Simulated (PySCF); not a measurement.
Computed properties of Ga(AsH2)(F)2 (AsF2GaH2), SMILES [F][Ga]([F])[AsH2]

Ga(AsH2)(F)2 (AsF2GaH2), SMILES [F][Ga]([F])[AsH2]. Coordinates come from a r2SCAN-D4/def2-SVP optimisation. The structure was generated by enumeration; whether it is a known compound was not checked. One conformer was computed; it need not be the lowest. All values are computed for the isolated molecule unless a solvent is named; none is compared with measurement here.

**Structure.** The optimised structure has Cs symmetry. All 12 harmonic modes at r2SCAN-D4/def2-SVP (PySCF) are real, so it is a minimum. With heavy atoms numbered as in [Ga:1]([AsH2:2])([F:5])[F:6], the shortest bond between them is Ga1–F6 at 1.749 Å and the longest Ga1–As2 at 2.380 Å.

**Vibrations.** The strongest infrared lines (harmonic, unscaled, degenerate partners summed) lie at 693 cm⁻¹ (85 km/mol, F 83 %, Ga 17 %), 723 cm⁻¹ (70 km/mol, F 73 %, Ga 27 %), 2222 cm⁻¹ (55 km/mol, H 99 %). The softest mode is at 79 cm⁻¹ and the zero-point energy is 12.6 kcal/mol.

**Electronic structure.** M06-2X/def2-TZVP (PySCF) places the frontier levels at -9.56 and -0.82 eV, a gap of 8.74 eV, and gives a dipole moment of 3.34 D and a mean polarisability of 54.8 bohr³. PBE/def2-TZVP (PySCF) at the same geometry gives -7.41 and -2.33 eV, so its gap is 3.66 eV narrower. An orbital gap is neither the optical nor the fundamental gap.

**Excitations.** TDA-CAM-B3LYP/def2-SVPD (PySCF) has S1 at 6.17 eV (201 nm, f = 0.170, bright); the most intense of the 10 singlets computed lies at 7.82 eV (f = 0.44). T1 (TDA) is at 4.91 eV, 1.26 eV under S1. TDA-PBE/def2-SVPD (PySCF) puts S1 at 5.60 eV. No vertical singlet excitation falls in the visible range (under 3.1 eV).

**NMR.** GIAO shifts at B3LYP/pcSseg-1 (PySCF) (non-relativistic, atoms alike by connectivity averaged): ¹H at 2.1 ppm against TMS; ¹⁹F at -104.0 ppm against CFCl3.
